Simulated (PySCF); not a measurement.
Vertical excitations of a molecule C₃H₈O₂Si from TDDFT-PBE/def2-SVPD run with PySCF, as energy in eV (oscillator strength): 4.91 (0.004), 5.66 (0.007), 5.86 (0.008), 5.90 (0.005), 6.16 (0.024), 6.28 (0.011), 6.50 (0.025), 6.78 (0.004), 6.87 (0.014), 6.93 (0.028). Lowest triplet (TDA): 4.79 eV. Geometry: B3LYP-D3(BJ)/def2-SVP. One conformer was computed; it need not be the lowest.

Problem. Identify the compound among the candidates.
A. C[C@H]1OC[Si@@H]1O
B. C1C[SiH2]OCO1
C. O[Si@H]1CCOC1
D. C=C[Si@@H](O)OC

Solution. A, C[C@H]1OC[Si@@H]1O
